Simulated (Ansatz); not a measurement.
`Sc1ccc(-c2ccc(-c3ccc(-c4ccc(-c5ccc(-c6ccc(S)o6)o5)o4)o3)o2)o1` with charge -1. Total charge -1; doublet. Geometry PBE-D4/def2-SVP, that of the neutral singlet; atoms count from 1.

```xyz
46

S    -3.137   -3.450    8.935
C    -3.253   -1.772    8.427
C    -3.751   -0.655    9.073
C    -3.578    0.433    8.163
C    -2.986   -0.089    7.023
C    -2.570    0.494    5.779
C    -2.617    1.796    5.289
C    -2.053    1.757    3.986
C    -1.692    0.435    3.753
C    -1.085   -0.231    2.642
C    -0.726   -1.555    2.412
C    -0.160   -1.597    1.109
C    -0.206   -0.297    0.617
C     0.205    0.295   -0.618
C     0.158    1.595   -1.109
C     0.724    1.553   -2.413
C     1.084    0.230   -2.642
C     1.692   -0.436   -3.753
C     2.054   -1.758   -3.986
C     2.619   -1.795   -5.290
C     2.570   -0.494   -5.779
C     2.987    0.090   -7.023
C     3.580   -0.431   -8.163
C     3.753    0.657   -9.072
C     3.252    1.773   -8.426
S     3.134    3.451   -8.934
O     2.787    1.445   -7.189
O     2.007    0.332   -4.844
O     0.769   -0.537   -1.551
O    -0.770    0.535    1.550
O    -2.007   -0.333    4.844
O    -2.788   -1.444    7.189
H    -2.556   -3.860    7.774
H    -4.187   -0.623   10.076
H    -3.855    1.479    8.325
H    -3.015    2.669    5.817
H    -1.919    2.589    3.287
H    -0.862   -2.383    3.115
H     0.239   -2.466    0.577
H    -0.241    2.464   -0.577
H     0.861    2.381   -3.115
H     1.920   -2.590   -3.288
H     3.017   -2.668   -5.817
H     3.859   -1.477   -8.325
H     4.190    0.626  -10.075
H     2.554    3.861   -7.772
```

Single mean-field runs in def2-TZVP are fitted with def2-universal-jkfit. The highest occupied level of the charge -1 doublet lies above zero (up to 0.03 eV). By energy differences its removal costs 0.95 eV (vertical, to the charge 0 singlet, at PBE0-D4/def2-TZVP); self-interaction error and the lack of diffuse functions both raise the level.

Q: Estimate the Mulliken populations of the heavy atoms from the PBE0/def2-TZVP orbitals of Ansatz.

A: 
```csv
atom,charge (e),spin (α − β)
S1,-0.22,0.01
C2,0.11,0.07
C3,-0.17,-0.04
C4,-0.32,0.10
C5,0.16,-0.03
C6,0.25,0.11
C7,-0.20,-0.05
C8,-0.29,0.07
C9,0.20,0.01
C10,0.20,0.09
C11,-0.25,-0.01
C12,-0.26,0.03
C13,0.20,0.05
C14,0.20,0.05
C15,-0.26,0.03
C16,-0.25,-0.01
C17,0.20,0.09
C18,0.20,0.01
C19,-0.29,0.07
C20,-0.20,-0.05
C21,0.25,0.11
C22,0.16,-0.03
C23,-0.32,0.10
C24,-0.17,-0.04
C25,0.11,0.07
S26,-0.22,0.01
O27,-0.22,0.02
O28,-0.23,0.04
O29,-0.25,0.05
O30,-0.25,0.05
O31,-0.23,0.04
O32,-0.22,0.02
```
Mulliken values and Mayer orders depend strongly on the basis.

Q: Where does the spin sit?

A: Summed by element: S 0.01, C 0.78, O 0.21, H -0.01, of 1 unpaired in all. Largest on single atoms: C21 0.11, C6 0.11, C23 0.10.

Q: And the Mayer bond orders between bonded heavy atoms (over 0.3)?

A: S1–C2 1.09 (1.76 Å); C2–C3 1.57 (1.38 Å); C2–O32 1.12 (1.36 Å); C3–C4 1.29 (1.43 Å); C4–C5 1.50 (1.39 Å); C5–C6 1.07 (1.44 Å); C5–O32 1.06 (1.38 Å); C6–C7 1.44 (1.39 Å); C6–O31 1.07 (1.37 Å); C7–C8 1.31 (1.42 Å); C8–C9 1.41 (1.39 Å); C9–C10 1.16 (1.43 Å); C9–O31 1.11 (1.37 Å); C10–C11 1.41 (1.39 Å); C10–O30 1.09 (1.37 Å); C11–C12 1.31 (1.42 Å); C12–C13 1.40 (1.39 Å); C13–C14 1.18 (1.43 Å); C13–O30 1.08 (1.37 Å); C14–C15 1.40 (1.39 Å); C14–O29 1.08 (1.37 Å); C15–C16 1.31 (1.42 Å); C16–C17 1.41 (1.39 Å); C17–C18 1.16 (1.43 Å); C17–O29 1.09 (1.37 Å); C18–C19 1.41 (1.39 Å); C18–O28 1.11 (1.37 Å); C19–C20 1.31 (1.42 Å); C20–C21 1.44 (1.39 Å); C21–C22 1.07 (1.44 Å); C21–O28 1.07 (1.37 Å); C22–C23 1.50 (1.39 Å); C22–O27 1.06 (1.38 Å); C23–C24 1.29 (1.43 Å); C24–C25 1.57 (1.38 Å); C25–S26 1.09 (1.76 Å); C25–O27 1.12 (1.36 Å).
